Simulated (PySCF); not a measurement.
A structure optimised at PBE-D3(BJ)/def2-SVP, used in a PySCF frequency run:

```xyz
6

B      0.0000     0.0000     0.4285
Cl     0.0000     1.5226     1.3160
Cl     0.0000    -1.5226     1.3160
N      0.0000     0.0000    -0.9777
C      0.0000     0.0000    -2.1869
O      0.0000     0.0000    -3.3651
```

Problem. Write its SMILES, formula and point group.

Solution. O=C=NB(Cl)Cl, CBCl2NO, C2v

Problem. What are its rotational constants (standard atomic weights)?

Solution. 3.0749, 1.3418, 0.93415 GHz
